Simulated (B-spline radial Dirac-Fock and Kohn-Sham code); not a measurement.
How the levels of terbium move as electrons are removed

Level of theory: multi-electron Dirac-Fock with separately optimised hole states, Breit and Lamb-shift corrections added in first order; a B-spline atomic structure program. Each ion is free and in its tabulated ground configuration. The model has no electron correlation.

Reference: Tb⁶⁰⁺, [He] 2s2 2p1, with K 58527.2 eV. Shifts from it, in eV (a dash: the subshell is empty, belongs to an open shell averaged over j, or its hole state is left out as unreliable):

```tsv
ion	configuration	K
Tb⁶¹⁺	[He] 2s2	+433.1
Tb⁶²⁺	[He] 2s1	–
Tb⁶³⁺	1s2	?
Tb⁶⁴⁺	1s1	+2522.7
```

Task: Give the missing shifts for Tb⁶³⁺.

Result: K +1210.3 (eV).

Values without a named source are computed, but for edge energies of neutral atoms, which are taken from tables.
